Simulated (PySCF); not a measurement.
**Electron correlation in P (phosphorus, neutral)**

[Ne] 3s2 3p2 3d1, one real determinant (an excited configuration). Computed with PySCF 2.14 in x2c-TZVPPall with one added diffuse shell each of s, p, d type (6s6p4d1f, 51 functions), with the spin-free X2C one-electron Hamiltonian (Gaussian nucleus). Frozen: 1s2; 13 electrons correlated.

MP2 pair energies summed by pair of shells (mhartree):

```tsv
pair	energy	share (%)
2p-2p	-104.75	44.1
3s-3p	-37.66	15.9
2s-2p	-21.52	9.1
3s-3s	-16.89	7.1
2p-3s	-15.82	6.7
3s-3d	-10.58	4.5
2p-3p	-9.68	4.1
3p-3p	-6.43	2.7
3p-3d	-5.59	2.4
2s-2s	-4.57	1.9
2s-3s	-1.68	0.7
2s-3p	-1.40	0.6
2p-3d	-0.68	0.3
2s-3d	-0.08	0.0
```

Total MP2 correlation energy: -237.31 mhartree.

Same-spin part -66.35 and opposite-spin part -170.97 mhartree; SCS-MP2 scales them by 1/3 and 6/5 to -227.28 mhartree.

The reference is one real determinant that mixes LS terms of this configuration.

This basis was not built for core-valence correlation, so the inner-shell part is incomplete.
